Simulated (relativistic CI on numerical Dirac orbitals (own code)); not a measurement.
## Slater and spin-orbit integrals, Au XXII

Calculated at this level of theory: Dirac-Coulomb-Breit CI, separate exchange-only KLI orbitals for each configuration, model QED, unscaled Slater integrals (own radial code, finite nucleus).

Slater integrals F^k, G^k are unscaled and averaged over j, outside the closed core [Ar] 3d10; ζ comes from projecting the Hamiltonian with its Breit term on Σ l·s of the shell.

- 4s2 4p6 4d10 4f12: F^2(4f,4f) = 225650, F^4(4f,4f) = 145370, F^6(4f,4f) = 105740, ζ(4f) = 9173.3 cm⁻¹; <r>(4f) = 0.4522, <r^2>(4f) = 0.239 (bohr units).
- 4s2 4p6 4d10 4f11 5s: F^2(4f,4f) = 228400, F^4(4f,4f) = 147260, F^6(4f,4f) = 107160, ζ(4f) = 9415.5, G^3(4f,5s) = 36803 cm⁻¹; <r>(4f) = 0.4477, <r^2>(4f) = 0.2341, <r>(5s) = 0.799, <r^2>(5s) = 0.7105 (bohr units).
- 4s2 4p6 4d10 4f10 5s2: F^2(4f,4f) = 231340, F^4(4f,4f) = 149290, F^6(4f,4f) = 108680, ζ(4f) = 9660.5 cm⁻¹; <r>(4f) = 0.443, <r^2>(4f) = 0.2289 (bohr units).

Averages of the first 10 configurations, taken without configuration mixing, which lowers the lowest level and can move excited configurations by several eV; other configurations of the list can lie among them:

```
          Configuration  Parity  States  Average energy above the lowest level (eV)
      4s2 4p6 4d10 4f12    even      91                                         6.1
   4s2 4p6 4d10 4f11 5s     odd     728                                        47.5
  4s2 4p6 4d10 4f10 5s2    even    1001                                        97.7
   4s2 4p6 4d10 4f11 5p    even    2184                                       110.7
4s2 4p6 4d10 4f10 5s 5p     odd   12012                                       158.2
       4s2 4p6 4d9 4f13     odd     140                                       268.6
       4s2 4p6 4d8 4f14    even      45                                       533.2
   4s2 4p6 4d10 4f11 5f    even    5096                                       280.9
   4s2 4p6 4d10 4f11 6s     odd     728                                       283.7
    4s2 4p6 4d9 4f12 5s    even    1820                                       309.0
```
